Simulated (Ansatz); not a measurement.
Harmonic frequencies (cm⁻¹) at PBE0-D4/def2-TZVP from Ansatz: 103, 167, 228, 316, 403, 530, 659, 797, 930, 1036, 1144, 1315, 2162, 2656, 3130.

Each molecule was computed in one conformer, which needn't be the lowest.

(1) Which molecule is it?
A. `FC(S)[TeH]`
B. `O=CSC=S`
C. `F[SiH]1NCO1`
D. `FC1(F)N[SiH2]1`

## Answers

(1) A.
